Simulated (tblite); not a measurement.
Species: C7H18N2.
Numbering: `[CH3:1][CH2:2][CH2:3][N:4]([CH2:5][CH3:6])[NH:7][CH2:8][CH3:9]` (hydrogens: H10, H11, H12 on C1; H13, H14 on C2; H15, H16 on C3; H17, H18 on C5; H19, H20, H21 on C6; H22 on N7; H23, H24 on C8; H25, H26, H27 on C9)

Cartesian coordinates in Å at the GFN2-xTB level; atoms count from 1:
```xyz
27
C7H18N2 angstrom
C     -2.584   -2.347    0.046
C     -1.266   -1.684   -0.331
C     -1.342   -0.165   -0.196
N     -0.067    0.431   -0.560
C     -0.134    1.849   -0.884
C     -0.635    2.778    0.229
N      0.914    0.072    0.385
C      2.237   -0.079   -0.186
C      3.143   -0.789    0.812
H     -3.386   -2.000   -0.602
H     -2.508   -3.428   -0.049
H     -2.850   -2.111    1.074
H     -1.005   -1.931   -1.360
H     -0.465   -2.044    0.315
H     -1.634    0.090    0.836
H     -2.100    0.230   -0.877
H      0.870    2.157   -1.187
H     -0.787    1.944   -1.756
H     -0.015    2.696    1.120
H     -1.661    2.539    0.497
H     -0.597    3.809   -0.114
H      0.935    0.705    1.189
H      2.700    0.880   -0.479
H      2.119   -0.685   -1.086
H      4.122   -0.962    0.373
H      2.708   -1.743    1.095
H      3.268   -0.187    1.710
```

Calculated harmonic vibrations of the isolated species, GFN2-xTB (tblite), most abundant isotopes, no scaling. This tight-binding method is rough: wavenumbers can miss measured ones by several per cent, in bad cases by 10 to 20. One conformer, not necessarily the lowest.

Harmonic wavenumbers (cm⁻¹): 50.1, 59.1, 71.3, 82.8, 90.4, 162.1, 191.6, 206.5, 232.6, 249.6, 293.9, 328.6, 339.1, 415.7, 521.2, 536.7, 773.5, 794.5, 818.1, 832.0, 897.7, 900.7, 939.9, 947.5, 1001.9, 1061.3, 1064.1, 1081.4, 1093.7, 1100.8, 1120.8, 1142.2, 1159.6, 1198.5, 1204.2, 1237.9, 1249.3, 1276.4, 1289.5, 1301.4, 1325.1, 1333.5, 1364.5, 1393.9, 1404.7, 1405.5, 1413.9, 1471.6, 1482.3, 1489.3, 1491.5, 1496.5, 1501.4, 1501.8, 1504.6, 1505.6, 1508.3, 2809.5, 2828.3, 2951.9, 2963.9, 2965.7, 2981.8, 2991.8, 3006.4, 3016.1, 3025.9, 3028.3, 3029.8, 3037.2, 3039.1, 3043.4, 3043.7, 3051.6, 3216.7.

A = 1530, B = 1078, C = 695.3 MHz; mass 130.147 u (most abundant isotopes); point group C1, symmetry number 1.

Task: Zero-point energy?

Result: Half the sum of the wavenumbers: 53972 cm⁻¹ = 154.31 kcal/mol.

Task: Entropy at 500 K, 1 bar (ideal gas, RRHO, classical rotation)?

Result: Translation 43.10, rotation 31.56, vibration 65.37: S = 140.0 cal/(mol K).

Task: And Cp and H(500 K) − H(0)?

Result: Cp = 71.31 cal/(mol K), of which vibrations give 63.36 (their classical limit is 75 R = 149.0); H(500 K) − H(0) = 20.20 kcal/mol without the zero-point energy, 16.22 from vibrations.

Task: What must be added to the electronic energy to get the Gibbs energy at 500 K and 1 bar?

Result: ZPE + [H(500 K) − H(0)] − T·S = 154.31 + 20.20 − 70.01 = 104.50 kcal/mol.

Task: Which modes carry the vibrational entropy at 500 K?

Result: 50.1 cm⁻¹: 5.84; 59.1 cm⁻¹: 5.51; 71.3 cm⁻¹: 5.14; 82.8 cm⁻¹: 4.84; 90.4 cm⁻¹: 4.67; 162.1 cm⁻¹: 3.52 cal/(mol K); the other 69 give 35.85 together.

Task: Blend soft modes into free rotors: weight 1/[1 + (100 cm⁻¹/ν̃)⁴] for the oscillator and the rest for a rotor with moment μB/(μ + B), μ = h/(8π²ν), B = 10⁻⁴⁴ kg m². What vibrational entropy results?

Result: 59.37 cal/(mol K) in place of 65.37, which changes −T·S at 500 K by +3.00 kcal/mol.

Task: How do the functions run with temperature in this model?

Result: 
```tsv
T (K)	S (cal/(mol K))	Cp (cal/(mol K))	H − H(0) (kcal/mol)	G − H(0) (kcal/mol)	ln q(vib)
150	85.6	29.2	2.89	-9.94	4.60
250	102.8	39.6	6.31	-19.39	8.23
298.15	110.3	45.5	8.36	-24.52	9.89
400	125.5	58.9	13.67	-36.53	13.29
600	154.0	82.1	27.88	-64.52	19.82
900	192.1	105.8	56.33	-116.59	29.27
```

q(vib) and H(0) count from the zero-point level.

Hindered rotation and anharmonicity are outside this model. Other conformers, if any are populated, would add a mixing term that is left out. The structure is chiral; the term R ln 2 for an equal mix with its mirror image is left out.
